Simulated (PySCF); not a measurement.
## Partial charges of `CCc1ppc([SiH3])[p-]1`

C4H8P3Si (charge -1).
Geometry (GFN2-xTB, Å), atoms numbered from 1 in this order:
```
atom  x, y, z in Å
C1    -2.835   -0.102    0.630
C2    -2.142    0.290   -0.672
C3    -0.701   -0.159   -0.669
P4    -0.294   -1.700   -1.362
P5     1.752   -1.716   -0.945
C6     1.883   -0.184   -0.132
Si7    3.550    0.399    0.482
P8     0.497    0.848    0.096
H9    -2.805   -1.184    0.750
H10   -2.312    0.349    1.472
H11   -3.875    0.229    0.638
H12   -2.667   -0.166   -1.516
H13   -2.183    1.379   -0.786
H14    4.332   -0.694    1.081
H15    3.395    1.447    1.503
H16    4.396    0.973   -0.582
```

Density: PBE0/pcSseg-1 (PySCF); schemes: Mulliken, IAO, Hirshfeld and ESP-fitted. Geometry: GFN2-xTB, one conformer, isolated ion. The pcSseg-1 basis has no diffuse functions, a weakness for an anion.

**Question.** Atoms with like bonding are taken together and averaged. For which atoms does the sign change between the 4 schemes (beyond +0.03 e in one, beyond −0.03 e in another)?

**Answer.** C3, C6 and P8.

**Question.** At which atom do the 4 schemes differ most?

**Answer.** At C6: from -0.931 (Mulliken) to +0.138 e (ESP-fitted), 1.069 e apart.

**Question.** Tabulate the Mulliken, IAO, Hirshfeld and ESP-fitted charges.

**Answer.** In e; atoms taken as equivalent share a row and are averaged (×n: the atom named and its like, n in all):

| atom | environment | Mulliken | IAO | Hirshfeld | ESP-fitted |
| --- | --- | --- | --- | --- | --- |
| C1 | methyl carbon | -0.259 | -0.410 | -0.132 | +0.012 |
| C2 | benzylic-type carbon | -0.148 | -0.237 | -0.088 | -0.019 |
| C3 | substituted aromatic carbon | -0.719 | -0.477 | -0.146 | +0.112 |
| P4 | phosphorus bonded to C and P | +0.011 | -0.050 | -0.161 | -0.314 |
| P5 | phosphorus bonded to C and P | +0.029 | -0.021 | -0.158 | -0.334 |
| C6 | substituted aromatic carbon | -0.931 | -0.775 | -0.259 | +0.138 |
| Si7 | SiH3 silicon | +0.597 | +0.597 | +0.226 | +0.140 |
| P8 | phosphorus bonded to 2 C | +0.348 | +0.193 | -0.070 | -0.440 |
| H9/H10/H11 | methyl hydrogen | +0.094 | +0.128 | +0.023 | -0.012 |
| H12/H13 | methylene hydrogen | +0.098 | +0.123 | +0.019 | +0.006 |
| H14/H15/H16 | Si–H hydrogen | -0.135 | -0.150 | -0.106 | -0.091 |

Mean size of the charges over all atoms: Mulliken 0.245 e, IAO 0.240 e, ESP-fitted 0.117 e, Hirshfeld 0.104 e. Each set sums to the total charge, -1, to within 0.001 e. The ESP scheme is a least-squares fit of atom-centred charges to the potential on four shells outside the van der Waals surface, with the total charge fixed. The Mulliken scheme gives each basis function's population to the atom it is centred on and halves the overlap population of two atoms between them.

Some averages cover members that differ in this geometry: H9/H10/H11, ESP-fitted -0.039 to +0.005; H12/H13, ESP-fitted -0.015 to +0.027; H9/H10/H11, Mulliken +0.074 to +0.104; H14/H15/H16, ESP-fitted -0.101 to -0.072 e.

**Question.** How closely do the schemes follow one another over all atoms?

**Answer.** Correlation coefficient and root-mean-square difference: Mulliken with IAO 0.97, 0.097 e; IAO with Hirshfeld 0.87, 0.220 e; Mulliken with Hirshfeld 0.79, 0.275 e; Hirshfeld with ESP-fitted 0.28, 0.169 e; IAO with ESP-fitted -0.20, 0.378 e; Mulliken with ESP-fitted -0.35, 0.437 e.

**Question.** How many electrons does the ESP-fitted scheme count on Si7?

**Answer.** Z − q = 14 − (+0.140) = 13.860.

**Question.** Sum the charges by element, for elements with more than one atom.

**Answer.** 
```
element  atoms  Mulliken     IAO  Hirshfeld  ESP-fitted
      C      4    -2.057  -1.898     -0.625      +0.243
      P      3    +0.389  +0.122     -0.389      -1.088
      H      8    +0.072  +0.179     -0.213      -0.295
```
